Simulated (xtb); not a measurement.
C₁₈H₃₈, SMILES C(CCCCCCCCCCCCC)CCCC. All values are semi-empirical tight-binding results from xtb (GFN2-xTB unless named), good for trends rather than for accurate numbers. Geometry optimised at GFN2-xTB. One conformer was computed; it need not be the lowest.

```json
{
  "point_group_as_xtb_finds_it": "Cs",
  "orbital_gap": "11.77 eV",
  "dipole_moment": "0.00 D",
  "zero_point_energy": "329.4 kcal/mol",
  "G − E(el) at 298.15 K (modified RRHO)": "294.9 kcal/mol",
  "static polarisability (D4 model)": "215.1 bohr³",
  "solvation energy, GFN2-xTB/ALPB(water)": "-1.3 kcal/mol",
  "solvation energy, GFN2-xTB/ALPB(chcl3)": "-15.2 kcal/mol"
}
```

### Question
Give the IR lines (harmonic; lines under 4 % of the strongest left out, lines within 3 cm⁻¹ merged). (An estimate is asked for; the answer gives what the named calculation found.)

### Answer
ν (cm⁻¹): 769 (w), 2976 (w), 2980 (vs), 2986 (w), 2992 (s), 3029 (m), 3037 (w) (against the strongest line: vs over 80 %, s over 45 %, m over 15 %, w over 4 %, vw less)
